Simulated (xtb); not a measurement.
AgI, triplet, at a GFN2-xTB geometry (such geometries of metal compounds can be far from the true shape) (the multiplicity is a formal guess); GFN2-xTB with ALPB(thf) in xtb 6.7.1.

Input for xtb:
```
$ xtb mol.xyz --gfn 2 --uhf 2 --alpb thf --json

# file mol.xyz
2

Ag    -0.00000000    -0.00000000    -1.54269681
I      0.00000000     0.00000000     1.36805189
```

Question: Write the output that xtb gives for this input, abridged.

Answer: 
```
   ID    Z sym.   atoms
    1   47 Ag     1
    2   53 I      2

           -------------------------------------------------
          |                Calculation Setup                |
           -------------------------------------------------

           -------------------------------------------------
          |                 G F N 2 - x T B                 |
           -------------------------------------------------

      * Solvation model:               ALPB
        Solvent                        thf
        Parameter file                 internal GFN2-xTB/ALPB
        Dielectric constant                7.6000E+00
        Reference state                gsolv [1 M gas/solution]
        Free energy shift                  5.3248E-03 Eh       3.3414E+00 kcal/mol
        Temperature                        2.9815E+02 K
        Density                            8.8300E-01 kg/L
        Solvent mass                       7.2106E+01 g/mol
        Interaction kernel             P16
        Born radius scaling (c1)           1.7311E+00
        Born radii integrator          GBOBC
        Born offset                        0.0000E+00 a0       0.0000E+00 AA
        H-bond correction              true
        Ion screening                  false
        Surface tension                    1.0000E-05 Eh       1.5569E+01 dyn/cm
        Grid points                               230 per atom

          ...................................................
          :                      SETUP                      :
          :.................................................:
          :  # basis functions                  20          :
          :  # atomic orbitals                  18          :
          :  # shells                            6          :
          :  # electrons                        18          :
          :  max. iterations                   250          :
          :  Hamiltonian                  GFN2-xTB          :
          :  restarted?                      false          :
          :  GBSA solvation                   true          :
          :  PC potential                    false          :
          :  electronic temp.          300.0000000     K    :
          :  accuracy                    1.0000000          :
          :  -> integral cutoff          0.2500000E+02      :
          :  -> integral neglect         0.1000000E-07      :
          :  -> SCF convergence          0.1000000E-05 Eh   :
          :  -> wf. convergence          0.1000000E-03 e    :
          :  Broyden damping             0.4000000          :
          :  net charge                          0          :
          :  unpaired electrons                  2          :
          ...................................................

 iter      E             dE          RMSdq      gap      omega  full diag
   1     -7.5377921 -0.753779E+01  0.211E+01    4.23       0.0  T
   2     -7.5536646 -0.158725E-01  0.887E+00    4.58       1.0  T
   3     -7.5549862 -0.132160E-02  0.126E+01    4.45       1.0  T
   4     -7.5878680 -0.328818E-01  0.791E+00    4.71       1.0  T
   5     -7.5933204 -0.545239E-02  0.760E+00    4.72       1.0  T
   6     -7.6266350 -0.333146E-01  0.494E+00    4.68       1.0  T
   7     -7.6443743 -0.177393E-01  0.560E-01    4.69       1.0  T
   8     -7.6147917  0.295826E-01  0.616E+00    4.68       1.0  T
   9     -7.6434438 -0.286520E-01  0.104E+00    4.66       1.0  T
  10     -7.6365409  0.690284E-02  0.313E+00    4.66       1.0  T
  11     -7.6443895 -0.784859E-02  0.212E-01    4.65       1.0  T
  12     -7.6427933  0.159624E-02  0.139E+00    4.65       1.0  T
  13     -7.6443536 -0.156035E-02  0.199E-01    4.65       1.0  T
  14     -7.6443848 -0.312021E-04  0.958E-02    4.65       1.0  T
  15     -7.6443717  0.131548E-04  0.139E-01    4.65       1.0  T
  16     -7.6443866 -0.149287E-04  0.620E-02    4.65       1.1  T
  17     -7.6443893 -0.271507E-05  0.312E-02    4.65       2.3  T
  18     -7.6443902 -0.899641E-06  0.394E-03    4.65      18.0  T
  19     -7.6443902 -0.673664E-08  0.738E-04    4.65      95.9  T
  20     -7.6443902 -0.184026E-09  0.186E-04    4.65     380.8  T

   *** convergence criteria satisfied after 20 iterations ***

 transition dipole moment (au) for excitation:           9          10
     X       Y       Z
   0.0011  -0.1235  -0.0000  total (au/Debye):    0.123   0.314
 dE (eV)             :    2.747
 oscillator strength :  0.14508E-02

         :::::::::::::::::::::::::::::::::::::::::::::::::::::
         ::                     SUMMARY                     ::
         :::::::::::::::::::::::::::::::::::::::::::::::::::::
         :: total energy              -7.642738336357 Eh    ::
         :: total w/o Gsasa/hb        -7.634554964764 Eh    ::
         :: gradient norm              0.001639988984 Eh/a0 ::
         :: HOMO-LUMO gap              4.648264665373 eV    ::
         ::.................................................::
         :: SCC energy                -7.644390227269 Eh    ::
         :: -> isotropic ES            0.009232357649 Eh    ::
         :: -> anisotropic ES          0.000641740185 Eh    ::
         :: -> anisotropic XC         -0.002928401655 Eh    ::
         :: -> dispersion             -0.001101791539 Eh    ::
         :: -> Gsolv                  -0.008678008297 Eh    ::
         ::    -> Gelec               -0.000494636705 Eh    ::
         ::    -> Gsasa               -0.013508187037 Eh    ::
         ::    -> Ghb                  0.000000000000 Eh    ::
         ::    -> Gshift               0.005324815444 Eh    ::
         :: repulsion energy           0.001651890912 Eh    ::
         :: add. restraining           0.000000000000 Eh    ::
         :: total charge               0.000000000000 e     ::
         :::::::::::::::::::::::::::::::::::::::::::::::::::::

           -------------------------------------------------
          |                Property Printout                |
           -------------------------------------------------

    * Orbital Energies and Occupations

         #    Occupation            Energy/Eh            Energy/eV
      -------------------------------------------------------------
         1        2.0000           -0.7473823             -20.3373
         2        2.0000           -0.4574383             -12.4475
         3        1.9993           -0.4362344             -11.8705
         4        1.9993           -0.4362344             -11.8705
         5        1.9649           -0.4324256             -11.7669
         6        1.9649           -0.4324256             -11.7669
         7        1.8325           -0.4308009             -11.7227
         8        1.6195           -0.4297408             -11.6938
         9        1.6195           -0.4297408             -11.6938
        10        1.0000           -0.3288006              -8.9471 (HOMO)
        11                         -0.1579800              -4.2989 (LUMO)
        12                         -0.1579800              -4.2989
        13                          0.0086181               0.2345
        14                          0.0086181               0.2345
        15                          0.0113726               0.3095
        16                          0.0391502               1.0653
        17                          0.0391502               1.0653
        18                          0.3224744               8.7750
      -------------------------------------------------------------
                  HL-Gap            0.1708206 Eh            4.6483 eV
             Fermi-level           -0.3363340 Eh           -9.1521 eV

     #   Z          covCN         q      C6AA      α(0)
     1  47 Ag       0.782     0.123   259.580    33.643
     2  53 I        0.782    -0.123   380.552    33.677

 Mol. C6AA /au·bohr⁶  :       1262.909855
 Mol. C8AA /au·bohr⁸  :     114286.929086
 Mol. α(0) /au        :         67.320249

Wiberg/Mayer (AO) data.
largest (>0.10) Wiberg bond orders for each atom

 ---------------------------------------------------------------------------
     #   Z sym  total        # sym  WBO       # sym  WBO       # sym  WBO
 ---------------------------------------------------------------------------
     1  47 Ag   0.885 --     2 I    0.885
     2  53 I    0.885 --     1 Ag   0.885
 ---------------------------------------------------------------------------

Topologies differ in total number of bonds
Writing topology from bond orders to xtbtopo.mol

molecular dipole:
                 x           y           z       tot (Debye)
 q only:        0.000       0.000      -0.677
   full:       -0.000       0.000      -0.809       2.056
molecular quadrupole (traceless):
                xx          xy          yy          xz          yz          zz
 q only:       -0.112       0.000      -0.112       0.000       0.000       0.224
  q+dip:        1.912       0.000       1.912       0.000      -0.000      -3.823
   full:        3.035      -0.000       3.035       0.000      -0.000      -6.070

           -------------------------------------------------
          | TOTAL ENERGY               -7.642738336357 Eh   |
          | GRADIENT NORM               0.001639988984 Eh/α |
          | HOMO-LUMO GAP               4.648264665373 eV   |
           -------------------------------------------------

normal termination of xtb
```
